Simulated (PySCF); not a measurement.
Magnesium: a sound run and one with changed settings

Sound run: Mg²⁺ [Ne], Mg³⁺ [He] 2s2 2p5. Computed with PySCF 2.14 in jorge-DZP-DKH (7s4p1d, 24 functions), with scalar relativity by spin-free X2C-1e. The sound run starts from symmetry-adapted Hartree-Fock orbitals and uses a fine grid where one is needed.

Changed run: 6 angular points. This setting is unsound on purpose.

```
species  method  sound run (hartree)  changed run (hartree)  converged
   Mg²⁺     UHF           -199.12926             -199.12926        yes
   Mg²⁺    TPSS           -199.55845             -199.55845        yes
   Mg²⁺    PBE0           -199.43327             -199.43327        yes
   Mg³⁺     UHF           -196.22768             -196.22768        yes
   Mg³⁺    TPSS           -196.60150             -196.68776        yes
   Mg³⁺    PBE0           -196.47371             -196.52043        yes
```

Ionisation energy of Mg²⁺:

| method | sound run (eV) | changed run (eV) |
| --- | --- | --- |
| UHF | 78.956 | 78.956 |
| TPSS | 80.463 | 78.115 |
| PBE0 | 80.534 | 79.262 |

A coarse angular grid integrates products of high-l functions wrongly, so density functionals can shift, and the SCF can exploit the error; Hartree-Fock and MP2 need no grid.

For comparison, NIST gives 80.144 eV between the lowest levels.
